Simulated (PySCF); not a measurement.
Cartesian coordinates in Å; atom numbers follow the order of the lines, from 1:
```xyz
19

B     0.453    0.918    0.537
C     2.025    0.875    0.482
H     2.346    1.245   -0.510
H     2.477   -0.116    0.640
H     2.461    1.588    1.203
C    -0.297    2.300    0.487
H    -0.663    2.493    1.514
H    -1.205    2.260   -0.138
H     0.315    3.164    0.189
C    -0.387   -0.419    0.588
C    -0.450   -1.026   -0.824
C    -1.215   -2.340   -0.885
H    -1.417   -0.252    0.949
H     0.085   -1.155    1.263
H     0.574   -1.182   -1.206
H    -0.917   -0.303   -1.516
H    -2.253   -2.211   -0.538
H    -1.252   -2.743   -1.909
H    -0.745   -3.102   -0.242
```

Computed data (PySCF): PBE0-D3(BJ)/def2-SVP geometry, shieldings: GIAO B3LYP/pcSseg-1. Averaged over atoms made equivalent by symmetry, fast rotation or ring inversion, no solvent model, relativity neglected, single conformer.

δ = σ(ref) − σ, references computed at the same level: 13C (179.24 ppm) and 1H (31.38 ppm) against TMS; 11B (97.83 ppm) vs BF3·OEt2.

| atoms | nucleus | count | δ (ppm) |
| --- | --- | --- | --- |
| H13/H14 | 1H | 2 | 1.11 |
| C10 | 13C | 1 | 36.5 |
| H3/H4/H5/H7/H8/H9 | 1H | 6 | 0.84 |
| C11 | 13C | 1 | ? |
| C2/C6 | 13C | 2 | 15.1 |
| H17/H18/H19 | 1H | 3 | 1.15 |
| B1 | 11B | 1 | ? |
| C12 | 13C | 1 | 21.6 |
| H15/H16 | 1H | 2 | ? |

Fill in the missing shifts.

Results:


- C11: 20.7 ppm, carbon bonded to 2 C, 2 H
- H15/H16: 1.00 ppm, hydrogen on a carbon bonded to 2 C
- B1: 89.1 ppm, boron bonded to 3 C

A carbon bonded to boron is broadened by the quadrupolar boron nucleus and is often missing from a measured spectrum. Shifts are as computed. Against solution values, carbons near 30 ppm lie about +2 ppm off and those near 130 ppm about +6 ppm. Of 1309 compounds with measured shifts, 239 miss one by over three times the rms of a fit or turn the order of signals round; such compounds aren't used in these exercises.
